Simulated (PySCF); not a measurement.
Species: C5H6F2O.
InChI=1S/C5H6F2O/c6-3-8-5-2-1-4(5)7/h2,4H,1,3H2/t4-/m1/s1

Torsions of this conformer, `[F:1][CH2:2][O:3][C:4]1=[CH:5][CH2:6][C@H:7]1[F:8]`: F1–C2–O3–C4 -72°, C2–O3–C4–C5 176°.

The closed-shell ground state was solved at several levels (PySCF, density fitting, gas phase, non-relativistic). One conformer (not necessarily the lowest) at the GFN2-xTB geometry, without solvent, vibrations or thermal averaging.

```
              level  basis functions  total energy (Eh)  HOMO (eV)  LUMO (eV)  gap (eV)  dipole (D)
CAM-B3LYP/def2-SVPD              217          -468.4861      -8.53       0.93      9.46        0.87
        B3LYP/pcJ-1              276          -468.9910      -6.90      -0.12      6.78        0.65
```

Problem. Estimate the row for PBE0/pcSseg-1, a basis of 166 functions; the other rows only guide the guess.

Solution. Total energy -468.4385 Eh, HOMO -7.14 eV, LUMO 0.10 eV, gap 7.24 eV, dipole 0.62 D.

Problem. Over all these levels, which gives the widest orbital gap and which the narrowest?

Solution. CAM-B3LYP/def2-SVPD (range-separated hybrid) has the widest, 9.46 eV, and B3LYP/pcJ-1 (global hybrid, 20 % exact exchange) the narrowest, 6.78 eV. Functional and basis both differ between the two, so the spread mixes both effects.

Problem. How far do the dipole and the HOMO energy spread over the levels?

Solution. The dipole runs from 0.62 to 0.87 D (mean 0.71 D) and the HOMO from -8.53 to -6.90 eV.
